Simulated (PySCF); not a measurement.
CH5O, charge +1, singlet, at a GFN2-xTB geometry; PySCF with DF-HF/def2-SVPD.

Here is a job for PySCF.
```python
from pyscf import gto, scf

mol = gto.Mole()
mol.atom = '''
    C    -0.01927668    0.75112854    0.00090995
    O    -0.01945091   -0.71002909    0.07309383
    H    -1.05393514    1.08479565    0.06211764
    H     0.89956319   -1.05604335    0.06619891
    H     0.52546643    1.12435414    0.86667889
    H     0.43988827    1.11244731   -0.91822338
    H    -0.53971541   -1.09209225   -0.66698245
'''
mol.basis = 'def2-svpd'
mol.charge = 1
mol.verbose = 4
mol.build()

mf = scf.RHF(mol)
mf = mf.density_fit(auxbasis='def2-universal-jkfit')
mf.kernel()
```

### Question
Predict the main parts of the log of this PySCF run.

### Answer

```
PySCF version 2.14.0

[INPUT] verbose = 4
[INPUT] num. atoms = 7
[INPUT] num. electrons = 18
[INPUT] charge = 1
[INPUT] spin (= nelec alpha-beta = 2S) = 0
[INPUT] symmetry False subgroup None
[INPUT] Mole.unit = angstrom
[INPUT] Symbol           X                Y                Z      unit          X                Y                Z       unit  Magmom
[INPUT]  1 C     -0.019276680000   0.751128540000   0.000909950000 AA   -0.036427645791   1.419427224944   0.001719556287 Bohr   0.0
[INPUT]  2 O     -0.019450910000  -0.710029090000   0.073093830000 AA   -0.036756892774  -1.341760520574   0.138127320096 Bohr   0.0
[INPUT]  3 H     -1.053935140000   1.084795650000   0.062117640000 AA   -1.991648767655   2.049966679620   0.117385327104 Bohr   0.0
[INPUT]  4 H      0.899563190000  -1.056043350000   0.066198910000 AA    1.699928060840  -1.995632707168   0.125097809645 Bohr   0.0
[INPUT]  5 H      0.525466430000   1.124354140000   0.866678890000 AA    0.992987640353   2.124721391621   1.637785740042 Bohr   0.0
[INPUT]  6 H      0.439888270000   1.112447310000  -0.918223380000 AA    0.831268355709   2.102220743909  -1.735190709372 Bohr   0.0
[INPUT]  7 H     -0.539715410000  -1.092092250000  -0.666982450000 AA   -1.019914310107  -2.063755255260  -1.260414160391 Bohr   0.0

nuclear repulsion = 46.4113128159519
number of shells = 37
number of NR pGTOs = 113
number of NR cGTOs = 83
basis = def2-svpd
ecp = {}

******** <class 'pyscf.df.df_jk.DFRHF'> ********
method = DFRHF
initial guess = minao
damping factor = 0
level_shift factor = 0
DIIS = <class 'pyscf.scf.diis.CDIIS'>
diis_start_cycle = 1
diis_space = 8
diis_damp = 0
SCF conv_tol = 1e-09
SCF conv_tol_grad = None
SCF max_cycles = 50
direct_scf = False
Set gradient conv threshold to 3.16228e-05
Initial guess from minao.
******** <class 'pyscf.df.df.DF'> ********
auxbasis = def2-universal-jkfit
init E= -115.686249539089
  HOMO = -0.404246221481412  LUMO = 0.0332205136229859  gap/eV = 11.90408
cycle= 1 E= -115.209625861299  delta_E= 0.477  |g|= 0.416  |ddm|= 2.46
  HOMO = -0.836242658707927  LUMO = -0.154921055307727  gap/eV = 18.53971
cycle= 2 E= -115.261105668713  delta_E= -0.0515  |g|= 0.141  |ddm|= 0.563
  HOMO = -0.781816444304954  LUMO = -0.130642338098321  gap/eV = 17.71935
cycle= 3 E= -115.265239655575  delta_E= -0.00413  |g|= 0.0334  |ddm|= 0.237
  HOMO = -0.788111170035743  LUMO = -0.128000920370118  gap/eV = 17.96251
cycle= 4 E= -115.265590058659  delta_E= -0.00035  |g|= 0.00952  |ddm|= 0.0391
  HOMO = -0.788069382617759  LUMO = -0.127520918346176  gap/eV = 17.97444
cycle= 5 E= -115.265614033031  delta_E= -2.4e-05  |g|= 0.00295  |ddm|= 0.00956
  HOMO = -0.788068945142613  LUMO = -0.127609636379251  gap/eV = 17.97201
cycle= 6 E= -115.265616841547  delta_E= -2.81e-06  |g|= 0.000723  |ddm|= 0.00351
  HOMO = -0.788199936292783  LUMO = -0.127558002524679  gap/eV = 17.97698
cycle= 7 E= -115.265617120537  delta_E= -2.79e-07  |g|= 0.000153  |ddm|= 0.00131
  HOMO = -0.788206198985453  LUMO = -0.127544634073825  gap/eV = 17.97752
cycle= 8 E= -115.265617135265  delta_E= -1.47e-08  |g|= 2.38e-05  |ddm|= 0.00037
  HOMO = -0.788205028434039  LUMO = -0.127544209631899  gap/eV = 17.97750
cycle= 9 E= -115.265617135616  delta_E= -3.51e-10  |g|= 5.19e-06  |ddm|= 5.78e-05
  HOMO = -0.788204645550809  LUMO = -0.127544087111473  gap/eV = 17.97749
Extra cycle  E= -115.265617135633  delta_E= -1.71e-11  |g|= 2.28e-06  |ddm|= 9.73e-06
converged SCF energy = -115.265617135633
```
